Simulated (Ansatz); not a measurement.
B$_{2}$F$_{2}$H$_{4}$O$_{2}$ (`F[B@H-]1[OH+][B@@H-](F)[OH+]1`), relaxed with RKS PBE-D4/def2-SVP in Ansatz from a rough embedded geometry. The force threshold is 0.03 eV/Å; the program also tests the step.

The species carries charge 0 and has multiplicity 1.

Start:

```xyz
10

F     0.621   -0.106   -2.087
B     0.693    0.096   -0.711
O    -0.367    1.052   -0.276
B    -0.841   -0.189    0.535
F    -2.189   -0.525   -0.010
O     0.178   -1.096    0.011
H     1.818    0.392   -0.361
H     0.098    1.578    0.447
H    -0.825    0.010    1.663
H     0.812   -1.213    0.788
```

By how much does the energy fall, and how many steps does the optimiser take? (Best estimate.)

The calculation gave: 91.68 kJ/mol, in 6 steps.

Which bonds change most? (An estimate is asked.)

Ansatz gave: B4–F5 from 1.492 to 1.353 Å; B4–O6 from 1.461 to 1.567 Å; B2–O6 from 1.486 to 1.567 Å; B4–H9 from 1.146 to 1.226 Å.

Give the relaxed structure. (Estimate.)

The calculation gave: 
```xyz
10

F     0.868   -0.042   -2.093
B     0.821    0.112   -0.750
O    -0.398    0.996   -0.318
B    -0.930   -0.157    0.600
F    -2.192   -0.512    0.266
O     0.125   -1.110   -0.059
H     1.862    0.439   -0.190
H    -0.144    1.798    0.171
H    -0.704    0.045    1.788
H     0.693   -1.569    0.586
```
